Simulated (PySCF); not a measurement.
HSZn, SMILES [SH][Zn] (connectivity only; charge and spin as stated), neutral, multiplicity 2.

Coordinates come from a PBE0-D3(BJ)/def2-TZVP optimisation. The multiplicity is an assumed one; other spin states were not compared. The isomer is the one that the SMILES or the coordinates give; other isomers of the formula were not compared.

Level of theory: PBE/def2-TZVPD in PySCF.

Gas-phase values at a fixed geometry.

Problem. Estimate the frontier levels, dipole moment and polarisability. (The exact figures need the calculation; the answer reports its results.)

Solution. 
| Quantity | Value |
|---|---|
| α spin, highest occupied and lowest empty level | -5.11 and -1.76 eV |
| β spin, highest occupied and lowest empty level | -6.03 and -4.07 eV |
| dipole moment | 1.65 D |
| quadrupole, principal values (traceless, Buckingham form, about the centre of nuclear charge) | -3.89, -1.21, 5.10 D·Å |
| mean static polarisability | 61.7 bohr³ (9.15 Å³) |
| polarisability, principal values | 51.6, 52.0, 81.6 bohr³ |
| ⟨S²⟩ | 0.753 (pure state 0.75) |
